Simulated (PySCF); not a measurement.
Telling isomers of C10H18O apart by NMR

Level of theory: PBE0/pcSseg-1 with gauge-including orbitals, geometry: PBE0-D3(BJ)/def2-SVP, spin–spin couplings from B3LYP/pcJ-1 (spin–dipole term left out of most H,H and C,H couplings), in PySCF 2.14.0 with density-fitted response routines (one computed conformer, in vacuum, relativity neglected, equivalent nuclei averaged).

Referencing at the same level of theory: $^{1}$H, $^{13}$C against TMS. Multiplet labels drop J under 1 Hz and among equivalent protons, and merge close values. Unscaled 3J(H,H) run several per cent high. Shifts are as computed. Against solution values, carbons near 30 ppm lie about +2 ppm off and those near 130 ppm about +5 ppm. Of 1313 compounds with measured shifts, 239 miss one by over three times the rms of a fit or turn the order of signals round; such compounds aren't used in these exercises. OH and NH positions are gas-phase values without hydrogen bonding to other molecules.

(1) Tabulate the signals of `CC1(C)[C@H]2CC[C@](C)(C2)[C@H]1O`, `C=C1CCCC[C@H]1OC(C)C` and their relative energies.

(2) What is the quickest way to tell CC1(C)[C@H]2CC[C@](C)(C2)[C@H]1O from C=C1CCCC[C@H]1OC(C)C?

## Answers

(1) 
| SMILES | carbon types | δC | δH | E rel. (kcal/mol) |
| --- | --- | --- | --- | --- |
| CC1(C)[C@H]2CC[C@](C)(C2)[C@H]1O | 2×C 2×CH 3×CH2 3×CH3 | 85.3, 49.3, 49.1, 42.5, 38.7, 31.6, 28.3, 26.6, 21.3, 20.9 | 2.82 (d, 1H), 1.59 (m, 1H), 1.38 (m, 1H), 1.38 (m, 1H), 1.32 (ddt, 1H), 1.10 (s, 3H), 0.98 (s, 3H), 0.96 (m, 1H), 0.92 (dd, 1H), 0.91 (m, 1H), 0.74 (s, 3H), 0.35 (br s, 1H) | 0.0 |
| C=C1CCCC[C@H]1OC(C)C | 1×C 2×CH 5×CH2 2×CH3 | 159.0, 117.8, 75.9, 65.4, 37.0, 33.6, 31.0, 25.2, 22.5, 19.4 | 5.17 (t, 1H), 5.03 (t, 1H), 3.61 (td, 1H), 3.39 (sept, 1H), 2.47 (m, 1H), 1.99 (m, 1H), 1.86 (m, 1H), 1.85 (m, 1H), 1.66 (m, 1H), 1.38 (m, 1H), 1.26 (m, 1H), 1.23 (m, 1H), 1.12 (d, 3H), 0.97 (d, 3H) | 14.0 |

Energies are electronic energies at PBE0/pcSseg-1 on these geometries, without zero-point or thermal terms, each for the one conformer computed, which needn't be the lowest.

(2) Both give the same number of carbon signals, but DEPT or the intensities differ. The first has a quaternary sp3 carbon in a ring (C) at 49.3 ppm, the second a fully substituted alkene carbon (C) at 159.0 ppm. Their most deshielded carbons lie at 85.3 and 159.0 ppm. In the proton spectra the most deshielded non-exchanging signals are 2.82 (d, J = 1.6 Hz, 1H) and 5.17 (t, J = 2.8 Hz, 1H).
